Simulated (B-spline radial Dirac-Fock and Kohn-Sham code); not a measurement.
**Relativistic shifts of the levels of Ho⁶²⁺**

System: holmium as Ho⁶²⁺ in the configuration [He] 2s2 2p1.

Both columns are ΔSCF binding energies of the configuration average from a radial atomic solver: non-relativistic Hartree-Fock with a point nucleus, and Dirac-Fock with a finite nucleus and the Coulomb interaction alone, averaged over the two j levels with weights 2j+1.

```
shell  Hartree-Fock (eV)  Dirac-Fock (eV)  shift (eV)  shift (%)
   1s            58813.5          62730.9    +3917.35      +6.66
   2s            14021.3          15193.3    +1171.96      +8.36
   2p            13901.8          14388.7     +486.96      +3.50
```

Relativity binds 1s, 2s, 2p more strongly, among those listed most of all 2s in relative terms.

Values without a named source are computed, but for edge energies of neutral atoms, which are taken from tables.
